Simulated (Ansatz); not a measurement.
`[OH][GeH]([Cl])[Cl]`, charge 0, multiplicity 1.

(1) Give a relaxed structure at PBE0-D4/def2-TZVP (Ansatz 0.2.0). (An estimate is asked.)

Results:

(1) Ansatz gave: 
Cartesian coordinates in Å:
```
O 0.532 1.323 0.239
Ge -0.355 -0.183 0.120
Cl 0.825 -1.778 0.914
Cl -0.716 -0.645 -1.935
H 1.373 1.312 -0.228
H -1.659 -0.028 0.889
```
Point group Cs.
